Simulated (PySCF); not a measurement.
## Ti⁺ (titanium, charge +1) across methods

[Ar] 3d1 4s2, 2D determinant (an excited configuration). Computed with PySCF 2.14 in def2-QZVPPD (11s6p5d3f2g, 93 functions), with the non-relativistic Hamiltonian (point nucleus).

| method | E (hartree) | mean ε 3d α (eV) | mean ε 4s α (eV) | mean ε 4s β (eV) | Σ⟨r²⟩ (bohr²) | ⟨S²⟩ |
| --- | --- | --- | --- | --- | --- | --- |
| BHandHLYP | -848.978 | -21.079 | -13.275 | -13.095 | 34.48 | 0.751 |
| M06 | -848.930 | -18.161 | -12.724 | -12.641 | 33.58 | 0.750 |
| PBE | -848.724 | -16.937 | -11.976 | -11.740 | 34.24 | 0.751 |
| r2SCAN | -848.908 | -17.568 | -12.089 | -11.790 | 34.56 | 0.753 |
| LDA | -846.899 | -16.844 | -12.159 | -11.910 | 33.99 | 0.751 |
| wB97M-V | -848.929 | -21.370 | -14.616 | -14.405 | 34.38 | 0.751 |
| CAM-B3LYP | -849.007 | -20.525 | -13.807 | -13.606 | 34.27 | 0.751 |
| PBE0 | -848.768 | -19.024 | -12.692 | -12.462 | 34.35 | 0.751 |

Problem. Estimate the same row for UHF.

Solution. E (hartree) = -848.06058; mean ε 3d α (eV) = -24.675; mean ε 4s α (eV) = -14.055; mean ε 4s β (eV) = -13.780; Σ⟨r²⟩ (bohr²) = 35.39; ⟨S²⟩ = 0.753.
